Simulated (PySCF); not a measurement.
CH5BrO2Si, SMILES C[Si](O)(O)Br. Atoms are numbered in the order given.

```xyz
10

C      2.2107    -0.0080    -0.5392
Si     0.3818     0.2556    -0.7200
O     -0.3105    -0.6336    -1.9572
O      0.1524     1.8822    -0.9920
Br    -0.6695    -0.4043     1.1797
H      2.6177     0.6462     0.2564
H      2.7209     0.2368    -1.4928
H      2.4305    -1.0614    -0.2789
H     -0.9211    -1.3285    -1.6552
H     -0.7613     2.1375    -1.2107
```
Charge 0, spin multiplicity 1.

Geometry: PBE-D3(BJ)/def2-SVP. Other conformers were not sampled.

Level of theory: PySCF 2.14.0 with PBE-D3(BJ)/def2-SVP.

Frequencies are harmonic and unscaled.

Computed harmonic wavenumbers and intensities:
```tsv
mode	ν (cm⁻¹)	IR (km/mol)	moving atoms (share of kinetic energy)
1	86	46.3	H 44 %, O 37 %, C 14 %
2	128	1.7	H 96 %
3	179	11.2	O 59 %, H 21 %, Br 8 %
4	182	48.2	H 57 %, C 23 %, Br 9 %
5	228	17.5	H 34 %, O 34 %, Br 22 %
6	242	9.1	O 32 %, H 31 %, Si 18 %, C 14 %
7	271	43.8	H 46 %, O 32 %, Si 12 %
8	341	28.1	H 42 %, O 34 %, Si 13 %
9	404	101.0	Si 50 %, O 19 %, H 14 %, Br 13 %
10	686	41.2	C 41 %, H 23 %, Si 20 %, O 16 %
11	736	53.7	H 71 %, O 15 %, C 13 %
12	751	30.6	H 65 %, O 20 %, C 15 %
13	805	162.2	H 68 %, O 20 %
14	820	314.6	H 57 %, O 19 %, Si 15 %, C 9 %
15	895	87.0	H 41 %, Si 34 %, O 22 %
16	940	127.7	Si 47 %, O 38 %, H 14 %
17	1225	32.3	H 76 %, C 23 %
18	1374	5.3	H 96 %
19	1376	2.2	H 96 %
20	2987	0.1	H 97 %
21	3090	0.7	H 91 %, C 9 %
22	3100	0.5	H 91 %, C 9 %
23	3761	82.3	H 94 %
24	3767	80.3	H 94 %
```
